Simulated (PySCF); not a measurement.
Ta(NH)(OH)2(Me) (CH6NO2Ta), SMILES [NH]=[Ta]([OH])([CH3])[OH], multiplicity 1. Geometry optimised at PBE-D3(BJ)/def2-SVP. The multiplicity is an assumed one; other spin states were not compared. The def2 effective core potentials stand for the cores of Ta; spin–orbit coupling is left out. Other conformers were not sampled.

Computed equilibrium geometry at PBE-D3(BJ)/def2-SVP (PySCF confirms it by a frequency run) as Cartesian coordinates in Å, and its point group (one conformer of several):
point group Cs.
```xyz
11

Ta    -0.0563    -0.0099     0.0000
N     -0.2136    -1.7881     0.0000
H     -0.3544    -2.7987     0.0000
O     -0.7356     0.7722     1.6237
H     -1.1366     0.3861     2.4197
O     -0.7356     0.7722    -1.6237
H     -1.1366     0.3861    -2.4197
C      2.0922     0.3032     0.0000
H      2.5672    -0.1507     0.8953
H      2.5672    -0.1507    -0.8953
H      2.3160     1.3936     0.0000
```
